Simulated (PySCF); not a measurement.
Ga₂H₄, SMILES [GaH2][GaH2].

Geometry: PBE0-D3(BJ)/def2-TZVP.

These are PySCF with PBE/def2-TZVPD values and carry that method's errors.

```json
{
  "total_energy": "-3851.47900 hartree",
  "point_group": "D2d",
  "highest_occupied_level": "-6.05 eV",
  "lowest_empty_level": "-2.77 eV",
  "orbital_gap": "3.27 eV",
  "dipole_moment": "0.00 D",
  "quadrupole, principal values (traceless, Buckingham form, about the centre of nuclear charge)": "-5.96, 2.98, 2.98 D·Å",
  "mean_static_polarisability": "73.0 bohr³ (10.82 Å³)",
  "polarisability_principal_values": "59.6, 59.6, 99.9 bohr³"
}
```
